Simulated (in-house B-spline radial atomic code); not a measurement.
Successive ionisation energies of strontium; each step leads to the configuration of the next row (after the last: [Ar] 3d5). NIST's values go from ground level to ground level; the uncertainty of those that are theory runs from under 0.1 % in few-electron ions to several per cent in heavy many-electron ones. Computed with a B-spline radial code for spherical atoms: non-relativistic Hartree-Fock, average of the configuration, point nuclei.

This level leaves out relativity, spin-orbit splitting included, which matters for heavy ions.

| ion | configuration | ionisation energy (eV) | tabulated value (eV) | tabulated kind | computed minus tabulated (eV) | highest orbital | largest mean radius (bohr) |
| --- | --- | --- | --- | --- | --- | --- | --- |
| Sr | [Kr] 5s2 | 4.7 | 5.694867 | measured | -1.0 | 5s | 4.633 |
| Sr+ | [Kr] 5s1 | 10.3 | 11.03028 | measured | -0.7 | 5s | 4.1152 |
| Sr2+ | [Ar] 3d10 4s2 4p6 | 42.1 | 42.88353 | measured | -0.8 | 4p | 1.5632 |
| Sr3+ | [Ar] 3d10 4s2 4p5 | 56.1 | 56.28 | semi-empirical | -0.2 | 4p | 1.5082 |
| Sr4+ | [Ar] 3d10 4s2 4p4 | 70.8 | 70.7 | semi-empirical | 0.1 | 4p | 1.4603 |
| Sr5+ | [Ar] 3d10 4s2 4p3 | 86.2 | 88 | tabulated theory | -1.8 | 4p | 1.4176 |
| Sr6+ | [Ar] 3d10 4s2 4p2 | 102.3 | 104 | tabulated theory | -1.7 | 4p | 1.3788 |
| Sr7+ | [Ar] 3d10 4s2 4p1 | 119.1 | 121.21 | semi-empirical | -2.1 | 4p | 1.3434 |
| Sr8+ | [Ar] 3d10 4s2 | 153.6 | 158.33 | semi-empirical | -4.8 | 4s | 1.2354 |
| Sr9+ | [Ar] 3d10 4s1 | 173.3 | 177.3 | measured | -4.0 | 4s | 1.2096 |
| Sr10+ | [Ar] 3d10 | 324.6 | 324.07 | measured | 0.6 | 3d | 0.49753 |
| Sr11+ | [Ar] 3d9 | 368.0 | 362 | tabulated theory | 6.0 | 3d | 0.49258 |
| Sr12+ | [Ar] 3d8 | 413.0 | 408 | tabulated theory | 5.0 | 3d | 0.48756 |
| Sr13+ | [Ar] 3d7 | 459.8 | 454 | tabulated theory | 5.8 | 3d | 0.48252 |
| Sr14+ | [Ar] 3d6 | 508.2 | 499 | tabulated theory | 9.2 | 3d | 0.47746 |

**Question.** Where is the largest jump?

**Answer.** From Sr+ to Sr2+, by a factor of 4.10 (10.288 to 42.133 eV); the highest orbital goes from 5s to 4p.

**Question.** How far is this level of theory from the measured and semi-empirical values?

**Answer.** Over those 9 rows the differences run from -4.77 to +0.565 eV (mean absolute value 1.6 eV). The calculation leaves out relativity, correlation and, in open shells, the multiplet splittings that an average leaves out.
